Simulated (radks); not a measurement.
Results of a calculation; reference values are marked as such.
Spherical quantum dot in the effective-mass picture: electrons in a hard-walled sphere of radius 2.56, with a point charge +1 (a donor) at the centre, all in effective atomic units (hartree* = m*/eps^2 hartree, bohr* = eps/m* bohr), one dielectric constant everywhere. Level of theory: non-relativistic Kohn-Sham, r2SCAN, spin-polarised, spherical densities, generalised Kohn-Sham scheme (a radial shooting solver with Libxc functionals). Levels are named by radial order and angular momentum (1s, 1p, 1d, 2s, ...), and open shells are averaged over m.

N = 11, configuration 1s2 1p6 1d(up 3, down 0). This is the lowest configuration that the search found. Occupied and some empty levels:

level,occupation,eigenvalue (hartree*),<r> (bohr*)
1s up,1,5.6350,1.396
1s down,1,5.7028,1.353
1p up,3,6.3124,1.627
1p down,3,6.4342,1.614
1d up,3,7.2011,1.735
1d down,0,7.3478,1.732
2s up,0,7.6369,1.154
2s down,0,7.6897,1.191
1f up,0,8.3275,1.811
1f down,0,8.4893,1.811
2p up,0,9.5103,1.329
2p down,0,9.5794,1.333

Energy (hartree*): total 39.3403, kinetic 18.963, external -7.6398, Hartree 33.928, exchange-correlation -5.9114.
